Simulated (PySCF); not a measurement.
# P²⁺: ionisation energy

P²⁺ [Ne] 3s2 3p1 (2P) → P³⁺ [Ne] 3s2 (1S), as a difference of total energies. Computed with PySCF 2.14 in dyall-acv3z, with the non-relativistic Hamiltonian (point nucleus). Correlated levels: valence: [Ne] frozen; valence and next inner shell: 1s2 frozen; virtual orbitals above 40 to 60 times the deepest correlated orbital energy dropped. The calculations carry no spin-orbit coupling.

| method | ionisation energy (eV) |
| --- | --- |
| UHF | 29.589 |
| LDA | 30.207 |
| PBE | 30.244 |
| PBE0 | 30.265 |
| r2SCAN | 30.372 |
| TPSS | 30.374 |
| M06-2X | 30.005 |
| MN15 | 30.210 |
| MP2 (valence) | 29.893 |
| SCS-MP2 (valence) | 29.883 |
| MP2 (valence and next inner shell) | 29.945 |
| SCS-MP2 (valence and next inner shell) | 29.927 |

Task: How much does correlation contribute at MP2 (valence and next inner shell)?

Result: 29.945 − (29.589) = 0.356 eV, measured against UHF.

A first-order spin-orbit estimate (lowest level to lowest level, LS coupling) adds 0.041 eV.

Errors of the correlated levels include the incompleteness of this basis and the frozen core.

For comparison: 30.203 eV (measured; NIST Atomic Spectra Database, ionization energies).
